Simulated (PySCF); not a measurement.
## How methods differ on the ionisation energy of Ho+

Ho+ [Xe] 4f11 6s1 [4f5/2^6 4f7/2^5 6s1/2^1, M_J = 8] → Ho(2+) [Xe] 4f11 [4f5/2^6 4f7/2^5, M_J = 15/2], as a difference of total energies. Calculation: PySCF 2.14, in x2c-TZVPall-2c; the two-component X2C-1e Hamiltonian. Correlated levels: [Ar] 3d10 frozen; the 18 highest virtual spinors dropped. "Screened" scales the spin-orbit matrix elements by Boettger's factors to mimic the two-electron term; Breit and QED terms are absent.

```tsv
method	ionisation energy (eV)	difference from reference (eV)
GHF (spin-free)	10.923	-0.858
GMP2 (spin-free)	11.776	-0.005
GHF (screened spin-orbit)	10.926	-0.855
GMP2 (screened spin-orbit)	11.777	-0.004
```

Reference: 11.781 ± 0.02 eV (semi-empirical (NIST evaluation); NIST Atomic Spectra Database, ionization energies).

The spin-free rows relax to the high-spin LS determinant and lack the spin-orbit shift.

The labels give the starting determinants; with spin-orbit coupling the two ends relaxed to ⟨J²⟩ = 72.01, ⟨L²⟩ = 42.38, ⟨S²⟩ = 6.01 and ⟨J²⟩ = 63.76, ⟨L²⟩ = 42.39, ⟨S²⟩ = 3.78.
